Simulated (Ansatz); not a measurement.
HBr (hydrogen bromide): where methods fail along a bond

HBr: 2 atoms, total charge 0, spin state singlet. As SMILES, `Br`. The shape is that of a GFN2-xTB optimisation.

| atom | x (Å) | y (Å) | z (Å) |
| --- | --- | --- | --- |
| Br | -0.5949 | 0.2150 | -0.3008 |
| H | 0.5949 | -0.2150 | 0.3008 |

The Br1–H2 distance is scanned; the parts on either side stay rigid. Basis STO-3G, 9 core orbitals frozen in the correlated methods; program Ansatz 0.2.0. FCI is exact within this basis and core. Energies in eV from each method's value at 1.401 Å; methods without a U are spin-restricted. The shape above is that at 1.401 Å.

| distance (Å) | BLYP | r2SCAN | wB97M-V | B2PLYP | CCSD | BCCD(T) | FCI |
| --- | --- | --- | --- | --- | --- | --- | --- |
| 1.401 | 0.00 | 0.00 | 0.00 | 0.00 | 0.00 | 0.00 | 0.00 |
| 1.751 | 0.77 | 0.94 | 1.02 | 0.99 | 0.83 | 0.83 | 0.83 |
| 2.101 | 2.40 | 2.74 | 2.97 | 2.86 | 2.33 | 2.33 | 2.33 |
| 2.802 | 4.92 | 5.48 | 6.19 | 5.44 | 3.73 | 3.73 | 3.73 |
| 3.502 | 6.00 | 6.60 | 7.81 | 5.86 | 3.92 | 3.92 | 3.92 |

Departure from the FCI curve at its largest: BLYP +2.09 eV at 3.50 Å; r2SCAN +2.68 eV at 3.50 Å; wB97M-V +3.90 eV at 3.50 Å; B2PLYP +1.94 eV at 3.50 Å; CCSD within 0.005 eV; BCCD(T) within 0.005 eV. Restricted functionals keep the electrons paired too, and rise too high.
